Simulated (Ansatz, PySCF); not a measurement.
Molecule: C3H5O (charge 0, doublet). It need not be the lowest isomer of its formula. SMILES: C[C]1CO1
Geometry: optimised at B3LYP-D3(BJ)/def2-TZVP (Ansatz, an electronic-structure program).

Quantity: atomisation energy (electronic, to ground-state atoms); the coupled-cluster value holds the core correlation from cc-pwCVTZ, in kcal/mol. Valence correlation only, unless marked. Open shells are spin-unrestricted. No spin-orbit coupling. Non-relativistic. CBS(X,Y): correlation extrapolated as X^-3; Hartree-Fock from the larger set. [CCSD(T)-MP2]/basis is that difference in the basis named.

Level to compare with: RI-MP2/CBS(aug-cc-pVTZ,aug-cc-pVQZ)+[CCSD(T)-MP2]/aug-cc-pVTZ plus the core term (Ansatz), 843.1 kcal/mol. It is a level with limits of its own, and the differences hold the functionals' basis error too.

### Question
Rank these functionals by how close they come to RI-MP2/CBS(aug-cc-pVTZ,aug-cc-pVQZ)+[CCSD(T)-MP2]/aug-cc-pVTZ, closest first: B97M-V/def2-TZVPD (Ansatz); HSE06/def2-TZVPD (Ansatz); TPSSh/def2-TZVPD (PySCF).

### Answer
B97M-V/def2-TZVPD (meta-GGA with VV10, 843.4 kcal/mol, difference 0.3), TPSSh/def2-TZVPD (hybrid meta-GGA, 845.5 kcal/mol, difference 2.4), HSE06/def2-TZVPD (screened hybrid, 850.4 kcal/mol, difference 7.3)
